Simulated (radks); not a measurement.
The numbers below are computed, except where a source is named.
Q: Orbital eigenvalues (eV) of neutral chromium, [Ar] 3d5 4s1, of relativity; Dirac values are averaged over j with weights 2j + 1. Spin-unpolarised spherical Kohn-Sham, LDA (Slater exchange, Perdew-Wang correlation), point nucleus unless stated (finite: rms radius 3.6452 fm), a radial shooting solver on a logarithmic mesh with Libxc functionals. A level marked "c x" has the speed of light scaled by that factor and shares open shells by 2j + 1; other Dirac levels either fill j = l - 1/2 first or share by 2j + 1.

shell        non-rel.
1s            -5820.0
2s            -656.16
2p            -558.55
3s            -72.083
3p            -45.012
4s            -4.0959
3d            -3.2133
4p (empty)    -1.0749
5s (empty)  -0.031722

Give the values at the level "Dirac, c x 100".

A: 
shell       Dirac, c x 100  change of magnitude (%)
1s                 -5820.0                    0.00
2s                 -656.16                    0.00
2p                 -558.55                    0.00
3s                 -72.084                    0.00
3p                 -45.012                    0.00
4s                 -4.0959                    0.00
3d                 -3.2133                    0.00
4p (empty)         -1.0749                    0.00
5s (empty)       -0.031722                    0.00
